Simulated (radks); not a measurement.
Results of a calculation; reference values are marked as such.
Task: The mean radii <r> (bohr) of the occupied orbitals of an atom or ion are listed with their occupations. Code: a radial shooting solver on a logarithmic mesh with Libxc functionals. Model: non-relativistic Kohn-Sham, r2SCAN, spin-polarised, spherical densities, point nucleus; meta-GGA in the generalised Kohn-Sham scheme.

| orbital | occ. | <r> |
|---|---|---|
| 1s down | 1 | 0.03171 |
| 1s up | 1 | 0.03171 |
| 2s up | 1 | 0.1373 |
| 2s down | 1 | 0.1373 |
| 2p up | 3 | 0.1173 |
| 2p down | 3 | 0.1173 |
| 3s up | 1 | 0.3702 |
| 3s down | 1 | 0.3702 |
| 3p up | 3 | 0.3622 |
| 3p down | 3 | 0.3622 |
| 3d up | 5 | 0.3345 |
| 3d down | 5 | 0.3346 |
| 4s up | 1 | 0.9079 |
| 4s down | 1 | 0.9077 |
| 4p up | 3 | 0.9669 |
| 4p down | 3 | 0.9671 |
| 4d up | 5 | 1.181 |
| 4d down | 4 | 1.186 |

Name the element and its charge. Open shells, if any, are filled with parallel spins first.

Result: Z = 48, cadmium, charge +3: Cd3+ in [Kr] 4d9. The 1s radius gives Z: for a bare nucleus <r> = 1.5/Z, 0.03125 bohr for Z = 48, and screening makes it slightly larger (0.03171 here). The occupations add up to 45, and the charge is Z minus that.
